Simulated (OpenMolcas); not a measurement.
Te II: from CASSCF to CASPT2

| Quantity | Value |
| --- | --- |
| Program | OpenMolcas |
| Basis | ANO-RCC-VQZP [8s7p5d3f2g] |
| Scalar Hamiltonian | DKH2, point nucleus |
| Active space | 3 electrons in 3 orbitals (5p) |
| State averaging | 2S+1 = 4 odd, 1 root; 2S+1 = 2 odd, 8 roots |
| Spin-orbit coupling | RASSI with atomic mean-field integrals over the reference wave functions, term energies averaged over their components |

Methods on the same reference wave functions:
A. CASSCF
B. SS-CASPT2, IPEA 0.25 Eh, imaginary shift 0.1 Eh (closed shells correlated: 4d 5s)

Energies in cm⁻¹ above 5s² 5p³ ⁴S°_3/2, the measured ground level; measured values from NIST Handbook of Basic Atomic Spectroscopic Data.

```
          Level      A      B  Measured
5s² 5p³ ⁴S°_3/2    0.0    0.0       0.0
5s² 5p³ ²D°_3/2  14465  10900     10222
5s² 5p³ ²D°_5/2  16163  12710     12422
5s² 5p³ ²P°_1/2  26339  21430     20547
5s² 5p³ ²P°_3/2  28755  24150     24032
```

Deviations, from unrounded energies. A percentage is the sum of absolute deviations over the sum of measured energies, with the sign that they share, or ± where signs differ.

```tsv
Against measurement	Levels	A	B
mean absolute deviation (cm-1)	4	4600	490
other terms of the ground configuration (%)	4	+27.5	+2.9
```

B lies closest to measurement on these levels. The largest miss of B in the table is 5s² 5p³ ²P°_1/2, by +880 cm-1. The ranking rests on the paired levels alone, and a cruder setting can come out closer through cancelling errors.

From A to B the spin-free energies of the other terms of 5s² 5p³ shown, above ⁴S°, scale by factors of 0.76 to 0.80.

The lowest spin-free term lies below A's lowest term by 0.552 hartree in B.

CASPT2 does not keep the components of a term degenerate, so their means are used; among the terms shown or strongly mixed into the levels shown the widest spread is 100 cm-1 (5s² 5p³ ²D°, B). With the s shell closed, the reference lacks s² → p² mixing. Computed and measured levels are paired by configuration, term and J; levels that our copy of the source lacks, or whose pairing is in doubt (as where it misses far off the trend of its configuration), stay unpaired and out of the deviations. Levels of configurations outside the active space are missing.

° marks odd parity.
